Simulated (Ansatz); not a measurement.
Compare A (`C#C[SiH2]CN`) with its isomer B (`CC([SiH3])=C=N`).

Isolated molecules relaxed with PBE0-D4/def2-TZVP in Ansatz; ΔE leaves out vibrations. CCSD(T)/CBS adds triple-zeta CCSD(T) − MP2 to the extrapolated MP2 energy (def2 sets, frozen cores). Functionals use def2-TZVPP. B3LYP here is the variant with VWN-RPA as its local correlation; programs differ in this. One conformer a species, not always the lowest.

**Question.** Which is lower in electronic energy at CCSD(T)/CBS, and by how much? (Estimate.)

**Answer.** The calculation gave: B, by 28.9 kJ/mol.

**Question.** Give E(B) − E(A) in kJ/mol with B3LYP, PBE-D4, MP2/def2-TZVPP, B3LYP-D4, HF/def2-TZVPP, B2PLYP, CCSD(T)/def2-TZVPP. (Estimate.)

**Answer.** Ansatz gave: B3LYP -54.9, PBE-D4 -69.0, MP2/def2-TZVPP -31.5, B3LYP-D4 -55.7, HF/def2-TZVPP -35.9, B2PLYP -44.7, CCSD(T)/def2-TZVPP -35.5. None reverses the order clearly.

Largest T1 diagnostic: 0.014.

From PBE to PBE0 (25 % exact exchange), in def2-TZVPP and without D4, E(B) − E(A) moves by +8.6 kJ/mol.
